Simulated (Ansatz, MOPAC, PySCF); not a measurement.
Species: arsenic trifluoride, AsF₃, charge 0, multiplicity 1. SMILES: F[As](F)F
Geometry from a B3LYP-D3(BJ)/def2-TZVP (Ansatz, an electronic-structure program) optimisation:
```
As
F 1 1.7294
F 1 1.7294 2 96.05
F 1 1.7294 2 96.05 3 -96.77
```

Quantity: size of the dipole moment, in D. Terms: LANL2DZ with its own core potentials from Na on; 6-31G* and kin with 6d, 5d where marked; dispersion terms only where a functional's name holds one; non-relativistic; spin-orbit terms left out. Ab initio and DFT rows: single points at B3LYP-D3(BJ) geometries (Ansatz). Semi-empirical rows: dipoles at the shared geometry.

```json
[
 {"level": "PM3", "program": "MOPAC", "size of the dipole moment (D)": "2.58"},
 {"level": "PBE/6-31G*", "program": "Ansatz", "size of the dipole moment (D)": "2.04"},
 {"level": "PBE/def2-SVP", "program": "Ansatz", "size of the dipole moment (D)": "2.24"},
 {"level": "BLYP/6-31G* with LANL2DZ past Ar", "program": "Ansatz", "size of the dipole moment (D)": "2.31"},
 {"level": "BP86/6-31G* with LANL2DZ past Ar (5d)", "program": "PySCF", "size of the dipole moment (D)": "2.33"},
 {"level": "B3LYP/6-31G*", "program": "Ansatz", "size of the dipole moment (D)": "2.34"},
 {"level": "B3LYP/6-31G* with LANL2DZ past Ar", "program": "Ansatz", "size of the dipole moment (D)": "2.59"},
 {"level": "PBE0/6-31G* with LANL2DZ past Ar", "program": "Ansatz", "size of the dipole moment (D)": "2.61"}
]
```

No value to compare with is used here. The 8 habitual levels span 2.04 (PBE/6-31G*) to 2.61 D (PBE0/6-31G* with LANL2DZ past Ar).

The levels are drawn from those run, B3LYP/6-31G* more often than the rest, none by its result; runs whose electronic state is in doubt are left out.
